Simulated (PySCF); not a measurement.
# Run times: xenon in even-tempered 20s14p8d5f4g

Measured wall times of calculations with PySCF 2.14 in an uncontracted even-tempered set (20 s from 1.3 bohr⁻², ratio 2.5; 14 p from 1.6 bohr⁻², ratio 2.5; 8 d from 2.9 bohr⁻², ratio 2.5; 5 f from 9.8 bohr⁻², ratio 2.7; 4 g from 15 bohr⁻², ratio 2.7), with scalar relativity by spin-free X2C-1e, run from one Python driver. Hardware: 2 threads of Neoverse-V2 on a shared host, 2.6 GiB allowed. The two-electron integrals over 173 functions were computed once and kept in memory (1.8 CPU seconds with the set-up); the times below exclude them. Kohn-Sham runs start from converged Hartree-Fock orbitals.

Launch command (the driver calls PySCF for each step listed in the task file):

```bash
OMP_NUM_THREADS=2 python atomrun2.py TASK.json OUT
```

```
                species                step  iterations  wall time (s)
Xe²³⁺ [Ar] 3d10 4s2 4p1                 LDA           5            1.3
Xe²³⁺ [Ar] 3d10 4s2 4p1                 PBE           5            1.7
Xe²³⁺ [Ar] 3d10 4s2 4p1                PBE0           5            4.2
Xe²³⁺ [Ar] 3d10 4s2 4p1              r2SCAN           5            4.3
Xe²³⁺ [Ar] 3d10 4s2 4p1           BHandHLYP           5            4.2
Xe²³⁺ [Ar] 3d10 4s2 4p1                TPSS           5            4.2
Xe²³⁺ [Ar] 3d10 4s2 4p1  MP2 (21 electrons)                        4.4
```

(1) Roughly how long does UHF with spin-orbit constants take for Xe²³⁺ [Ar] 3d10 4s2 4p1 here?

Peak memory of the process: 1.3 GiB. Times on a shared host vary from run to run.

Results:

(1) About 14 s.
